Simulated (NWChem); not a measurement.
Program: NWChem. System: H$_{3}$Al, charge 0, spin multiplicity 1, at a geometry optimised with PBE/def2-SVP. The structure started from a generated list of species. Level: EOM-CCSD/aug-cc-pVDZ, 5 core orbitals frozen.

The NWChem input:

```
start mol
memory heap 100 mb stack 700 mb global 1900 mb
geometry units angstroms nocenter noautoz
  Al     0.000000     0.000000    -0.000001
  H      0.000000     0.000000     1.600821
  H      1.386349     0.000000    -0.800404
  H     -1.386349     0.000000    -0.800404
  symmetry group C2v
end
basis spherical
  * library aug-cc-pvdz
end
scf
  rhf
  nopen 0
  maxiter 100
  thresh 1e-7
  semidirect memsize 60000000 filesize 0
end
tce
  freeze core 5
  ccsd
  nroots 1
  2eorb
  2emet 13
  thresh 1e-5
  maxiter 200
  tilesize 24
  dipole
end
task tce energy
```

NWChem printed:

```
             Northwest Computational Chemistry Package (NWChem) 7.3.0
             --------------------------------------------------------

                                NWChem Input Module
                                -------------------

 Scaling coordinates for geometry "geometry" by  1.889725989
 (inverse scale =  0.529177249)

 Turning off AUTOSYM since
 SYMMETRY directive was detected!

                             Geometry "geometry" -> ""
                             -------------------------

 Output coordinates in angstroms (scale by  1.889725989 to convert to a.u.)

  No.       Tag          Charge          X              Y              Z
 ---- ---------------- ---------- -------------- -------------- --------------
    1 Al                  13.0000     0.00000000     0.00000000    -0.00000100
    2 H                    1.0000     0.00000000     0.00000000     1.60082100
    3 H                    1.0000     1.38634900     0.00000000    -0.80040400
    4 H                    1.0000    -1.38634900     0.00000000    -0.80040400

 Effective nuclear repulsion energy (a.u.)      13.4646686851

            Nuclear Dipole moment (a.u.)
            ----------------------------
        X                 Y               Z
 ---------------- ---------------- ----------------
     0.0000000000     0.0000000000     0.0000000000

      Symmetry information
      --------------------

 Group name             C2v
 Group number             16
 Group order               4
 No. of unique centers     3

      Symmetry unique atoms

     1    2    3


 Summary of "ao basis" -> "" (spherical)
 ------------------------------------------------------------------------------
       Tag                 Description            Shells   Functions and Types
 ---------------- ------------------------------  ------  ---------------------
 *                        aug-cc-pvdz                 on all atoms

 Summary of "ao basis" -> "ao basis" (spherical)
 ------------------------------------------------------------------------------
       Tag                 Description            Shells   Functions and Types
[...]
 Iteration   5 using    5 trial vectors
   0.0084152738966   0.2016688960114    5.48769     0.0     0.0

 Iteration   6 using    6 trial vectors
   0.0024636711495   0.2014702088343    5.48229     0.0     0.0

 Iteration   7 using    7 trial vectors
   0.0009359298392   0.2014909768330    5.48285     0.0     0.0

 Iteration   8 using    8 trial vectors
   0.0002989087186   0.2014980855146    5.48304     0.0     0.0

 Iteration   9 using    9 trial vectors
   0.0001189660873   0.2014974515254    5.48303     0.0     0.0

 Iteration  10 using   10 trial vectors
   0.0000495970022   0.2014971842398    5.48302     0.0     0.0

 Iteration  11 using   11 trial vectors
   0.0000183287848   0.2014972196723    5.48302     0.0     0.0

 Iteration  12 using   12 trial vectors
   0.0000069720240   0.2014973089661    5.48302     0.0     0.0
 --------------------------------------------------------------
 Iterations converged
 ------------------

 Excited state root  1
 Excitation energy / hartree =        0.201497308966082
                   / eV      =        5.483023087360146
 largest EOMCCSD amplitudes: R1 and R2

 Singles contributions
     9b2  (alpha) ---     8a1  (alpha)        0.7354601584
    13b2  (alpha) ---     8a1  (alpha)        0.5383271378
    28b2  (alpha) ---     8a1  (alpha)       -0.1167613284

 Doubles contributions

 No. of initial left vectors    1

 EOM-CCSD left-hand side iterations
 --------------------------------------------------------------
      Residuum       Omega / hartree  Omega / eV    Cpu    Wall
 --------------------------------------------------------------

 Iteration   1 using    1 trial vectors
   0.3085882107943   0.3153377944854    8.58078     0.1     0.1

 Iteration   2 using    2 trial vectors
   0.1124814873625   0.2367751550637    6.44298     0.1     0.1

 Iteration   3 using    3 trial vectors
   0.0904812225034   0.2115127484544    5.75556     0.1     0.1

 Iteration   4 using    4 trial vectors
   0.0284161051105   0.2028937287258    5.52102     0.1     0.1

 Iteration   5 using    5 trial vectors
   0.0086320921756   0.2016820931596    5.48805     0.1     0.1

 Iteration   6 using    6 trial vectors
   0.0025293008251   0.2014779558097    5.48250     0.1     0.1

 Iteration   7 using    7 trial vectors
   0.0009626946964   0.2014932546864    5.48291     0.1     0.1

 Iteration   8 using    8 trial vectors
   0.0003011264807   0.2014981558354    5.48305     0.1     0.1

 Iteration   9 using    9 trial vectors
   0.0001205115870   0.2014969319552    5.48301     0.1     0.1

 Iteration  10 using   10 trial vectors
   0.0000508118275   0.2014968282058    5.48301     0.1     0.1

 Iteration  11 using   11 trial vectors
   0.0000188959022   0.2014971516164    5.48302     0.1     0.1

 Iteration  12 using   12 trial vectors
   0.0000071925665   0.2014973001971    5.48302     0.1     0.1
 --------------------------------------------------------------
 Iterations converged

 Excited state root  1
 Excitation energy / hartree =        0.201497308966082
                   / eV      =        5.483023087360146

 EOM-CCSD transition moments / hartree
 --------------------------------------------
 X    0.0000000 Y    0.0000056 Z    0.0000000
 Oscillator Strength                0.0000000
 --------------------------------------------

 EOM-CCSD dipole moments / hartree & Debye
 ------------------------------------
   X         0.0000000      0.0000000
   Y        -0.0000000     -0.0000000
   Z        -0.6662422     -1.6934314
 Total       0.6662422      1.6934314
 ------------------------------------

 Singles contributions
     9b2  (alpha) ---     8a1  (alpha)        0.7354601584
    13b2  (alpha) ---     8a1  (alpha)        0.5383271378
    28b2  (alpha) ---     8a1  (alpha)       -0.1167613284

 Doubles contributions

 Task  times  cpu:       20.5s     wall:       20.5s

 Total times  cpu:       20.5s     wall:       20.5s
```
